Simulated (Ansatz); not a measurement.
Cl2GaO (`[O][Ga]([Cl])[Cl]`) radical, relaxed with UKS PBE-D4/def2-SVP in Ansatz from a rough embedded geometry. The force threshold is 0.03 eV/Å; the program also tests the step.

Total charge 0; spin multiplicity 2.

Start:

```xyz
4

O     0.169   -1.520    1.101
Ga    0.123    0.238   -0.008
Cl   -1.795    0.932    0.752
Cl    1.504    0.350   -1.844
```

(1) By how much does the energy fall, and how many steps does the optimiser take? (Best estimate.)

(2) Which bonds change most? (An estimate is asked.)

(3) Give the relaxed structure. (Best estimate.)

## Answers

(1) Computed: 22.09 kcal/mol, in 4 steps.

(2) Computed: O1–Ga2 from 2.078 to 1.805 Å; Ga2–Cl4 from 2.300 to 2.140 Å; Ga2–Cl3 from 2.176 to 2.140 Å.

(3) Ansatz gave: 
```xyz
4

O     0.376   -1.520    1.020
Ga    0.014   -0.051    0.034
Cl   -1.684    1.141    0.559
Cl    1.294    0.430   -1.612
```
